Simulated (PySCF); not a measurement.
# Core binding energy against partial charge

Species: C4H7NSi.
Atom-mapped SMILES: `[CH:1]#[C:2][C@H:3]1[NH:4][CH2:5][SiH2:6]1`

Binding energies: delta-SCF UKS SCAN, pcX-2 on the ionised atom, pcseg-1 elsewhere, spin-free X2C in PySCF 2.14.0. Charges: PBE0/pcSseg-1 ground-state density, for the ionised atom.

```csv
atom,environment,C 1s (eV),Mulliken (e),IAO (e),Hirshfeld (e),ESP (e)
C1,terminal alkyne carbon,289.64,-0.392,-0.265,-0.134,-0.395
C2,alkyne carbon,290.24,+0.388,-0.024,-0.057,-0.143
C5,sp3 carbon bound to nitrogen,290.73,-0.310,-0.422,-0.120,-0.095
C3,sp3 carbon bound to nitrogen,291.36,-0.389,-0.275,-0.059,+0.284
```

How well does each charge scheme correlate with the binding energies over these sites?

ESP: r = 0.97, slope 2.5 eV per e; Hirshfeld: r = 0.55, slope 10.0 eV per e; Mulliken: r = -0.21, slope -0.4 eV per e; IAO: r = -0.29, slope -1.3 eV per e. ESP charges have the highest r, on only 4 points.

The point-charge model writes a binding energy as kq + V + constant, with V the potential of the other atoms' charges at the site. What does it give with the IAO charges?

V = Σ 14.40 eV Å × q/r over all other atoms: +2.25 eV at C1, -2.87 eV at C2, +4.35 eV at C5, +1.78 eV at C3. Fitting binding energy − V to q gives k = 17.0 eV per e and leaves an rms residual of 0.87 eV, against 0.61 eV for the fit on q alone. The model has no term for differences in relaxation between sites.

Spin contamination (⟨S²⟩ against 0.75 for a pure doublet) is marked for C 1s of C2 (0.86), which makes this value less certain. One conformer (not necessarily the lowest) at the GFN2-xTB geometry, without solvent, vibrations or thermal averaging.
